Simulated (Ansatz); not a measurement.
Basis-set series for C3HF5O, SMILES `O=C(C(F)F)C(F)(F)F`. The species carries charge 0 and has multiplicity 1. Geometry: relaxed with PBE0-D4/def2-TZVP. It is one conformer, not always the lowest.

```csv
functional,basis,functions,energy (Eh),HOMO (eV),LUMO (eV)
PBE0-D4,def2-TZVPP,293,-688.96519,-8.90,-2.55
PBE0-D4,def2-QZVPP,543,-688.99967,-8.95,-2.60
ωB97M-V,def2-TZVPP,293,-689.47939,-11.30,-0.16
ωB97M-V,def2-QZVPP,543,-689.51172,-11.35,-0.24
```

Problem. Give the rows for def2-SVP. (Best estimate.)

Solution. Computed: 
```tsv
functional	basis	functions	energy (Eh)	HOMO (eV)	LUMO (eV)
PBE0-D4	def2-SVP	131	-688.14237	-8.76	-2.38
ωB97M-V	def2-SVP	131	-688.63962	-11.13	0.06
```
